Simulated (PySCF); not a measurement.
**ScCl: energy against distance**

Set-up: PySCF, no relativity, basis sets Sc def2-TZVPP, Cl def2-TZVPP. Energies in eV from Sc (3d1 4s2) + Cl in their ground configurations at the same level. State: ³Δ (triplet), unpaired electrons σ ↑, δ ↑.

All columns are ωB97X. A positive dipole means Sc(−)Cl(+).

```json
{"R (Å)": "1.991", "E (eV)": "-3.407", "μ (D)": "-2.44", "Mulliken charge on Sc (basis-dependent)": "0.27", "HOMO (eV)": "-5.89", "LUMO (eV)": "0.79", "Mayer bond order": "1.37", "⟨S²⟩": "2.00"}
{"R (Å)": "2.083", "E (eV)": "-3.973", "μ (D)": "-2.70", "Mulliken charge on Sc (basis-dependent)": "0.30", "HOMO (eV)": "-6.02", "LUMO (eV)": "0.69", "Mayer bond order": "1.29", "⟨S²⟩": "2.00"}
{"R (Å)": "2.176", "E (eV)": "-4.292", "μ (D)": "-3.04", "Mulliken charge on Sc (basis-dependent)": "0.32", "HOMO (eV)": "-6.16", "LUMO (eV)": "0.60", "Mayer bond order": "1.24", "⟨S²⟩": "2.00"}
{"R (Å)": "2.245", "E (eV)": "-4.411", "μ (D)": "-3.33", "Mulliken charge on Sc (basis-dependent)": "0.33", "HOMO (eV)": "-6.26", "LUMO (eV)": "0.51", "Mayer bond order": "1.20", "⟨S²⟩": "2.00"}
{"R (Å)": "2.315", "E (eV)": "-4.452", "μ (D)": "-3.64", "Mulliken charge on Sc (basis-dependent)": "0.35", "HOMO (eV)": "-6.36", "LUMO (eV)": "0.43", "Mayer bond order": "1.16", "⟨S²⟩": "2.00"}
{"R (Å)": "2.385", "E (eV)": "-4.435", "μ (D)": "-3.98", "Mulliken charge on Sc (basis-dependent)": "0.37", "HOMO (eV)": "-6.45", "LUMO (eV)": "0.33", "Mayer bond order": "1.13", "⟨S²⟩": "2.00"}
{"R (Å)": "2.477", "E (eV)": "-4.344", "μ (D)": "-4.46", "Mulliken charge on Sc (basis-dependent)": "0.39", "HOMO (eV)": "-6.58", "LUMO (eV)": "0.21", "Mayer bond order": "1.08", "⟨S²⟩": "2.00"}
{"R (Å)": "2.593", "E (eV)": "-4.158", "μ (D)": "-5.09", "Mulliken charge on Sc (basis-dependent)": "0.42", "HOMO (eV)": "-6.73", "LUMO (eV)": "0.05", "Mayer bond order": "1.03", "⟨S²⟩": "2.00"}
{"R (Å)": "2.732", "E (eV)": "-3.871", "μ (D)": "-5.89", "Mulliken charge on Sc (basis-dependent)": "0.46", "HOMO (eV)": "-6.91", "LUMO (eV)": "-0.16", "Mayer bond order": "0.97", "⟨S²⟩": "2.00"}
{"R (Å)": "2.917", "E (eV)": "-3.444", "μ (D)": "-7.03", "Mulliken charge on Sc (basis-dependent)": "0.51", "HOMO (eV)": "-7.13", "LUMO (eV)": "-0.42", "Mayer bond order": "0.88", "⟨S²⟩": "2.00"}
```

A fit through these points gives, at Re = 2.326 Å, μ = -3.70 D and dμ/dR = -4.76 D/Å; the reduced mass is 19.67 u.

Task: How strong is the fundamental in the double-harmonic approximation, I = 42.26·(dμ/dR)²/μred km/mol?

Result: I = 42.26·(-4.76)²/19.67 = 48.7 km/mol at ωB97X.

The metal atom is held in its measured ground configuration; semilocal functionals can put another filling of s and d lower by some tenths of an eV, and De to that atom would be smaller. The state is the lowest single determinant that the PBE0 search found; with open d or f shells the true ground state can be another one.
